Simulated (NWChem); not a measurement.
CH₅AlFN; SMILES [CH3][Al]([NH2])[F]

```xyz
9

Al     0.0290     0.0341     0.0000
F      1.5863     0.6423     0.0000
C     -0.2565    -1.8847     0.0000
H     -1.3243    -2.1537     0.0000
H      0.2085    -2.3506     0.8843
H      0.2085    -2.3506    -0.8843
N     -1.2623     1.2380     0.0000
H     -2.2545     1.0318     0.0000
H     -1.1168     2.2413     0.0000
```
Atoms are numbered in this order, from 1.

Program: NWChem. Geometry: optimised at PBE0/def2-SVP.

For level B3PW91/def2-TZVP:

- highest occupied level (eV): -7.30
- orbital gap (eV): 7.21

Problem. How do the values read with level HCTH/407/def2-TZVP instead?

Solution. The highest occupied level (eV) comes out as -6.23 and the orbital gap (eV) is 5.19.
